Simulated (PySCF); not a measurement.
## I (iodine, neutral) across methods

[Kr] 4d10 5s2 5p5, 2P determinant. Computed with PySCF 2.14 in aug-cc-pVQZ-DK3, with scalar relativity by spin-free X2C-1e.

```json
{"method": "M06-2X", "E (hartree)": "-7115.94", "mean ε 5s β (eV)": "-19.976", "mean ε 5p α (eV)": "-9.801", "mean ε 5p β (eV)": "-8.943", "Σ⟨r²⟩ (bohr²)": "61.33", "⟨S²⟩": "0.755"}
{"method": "LDA", "E (hartree)": "-7108.77", "mean ε 5s β (eV)": "-17.305", "mean ε 5p α (eV)": "-7.506", "mean ε 5p β (eV)": "-6.877", "Σ⟨r²⟩ (bohr²)": "61.55", "⟨S²⟩": "0.751"}
{"method": "r2SCAN", "E (hartree)": "-7115.32", "mean ε 5s β (eV)": "-17.331", "mean ε 5p α (eV)": "-7.761", "mean ε 5p β (eV)": "-7.002", "Σ⟨r²⟩ (bohr²)": "61.37", "⟨S²⟩": "0.756"}
{"method": "UHF", "E (hartree)": "-7112.38188", "mean ε 5s β (eV)": "-22.673", "mean ε 5p α (eV)": "-11.428", "mean ε 5p β (eV)": "-10.416", "Σ⟨r²⟩ (bohr²)": "61.97", "⟨S²⟩": "0.761"}
{"method": "wB97X", "E (hartree)": "-7115.59", "mean ε 5s β (eV)": "-21.436", "mean ε 5p α (eV)": "-10.836", "mean ε 5p β (eV)": "-10.136", "Σ⟨r²⟩ (bohr²)": "61.60", "⟨S²⟩": "0.753"}
{"method": "PBE", "E (hartree)": "-7114.89", "mean ε 5s β (eV)": "-16.979", "mean ε 5p α (eV)": "-7.394", "mean ε 5p β (eV)": "-6.729", "Σ⟨r²⟩ (bohr²)": "61.70", "⟨S²⟩": "0.753"}
{"method": "PBE0", "E (hartree)": "-7114.97", "mean ε 5s β (eV)": "-18.671", "mean ε 5p α (eV)": "-8.613", "mean ε 5p β (eV)": "-7.876", "Σ⟨r²⟩ (bohr²)": "61.42", "⟨S²⟩": "0.754"}
{"method": "MN15", "E (hartree)": "-7120.31", "mean ε 5s β (eV)": "-19.354", "mean ε 5p α (eV)": "-9.197", "mean ε 5p β (eV)": "-8.453", "Σ⟨r²⟩ (bohr²)": "61.34", "⟨S²⟩": "0.754"}
```
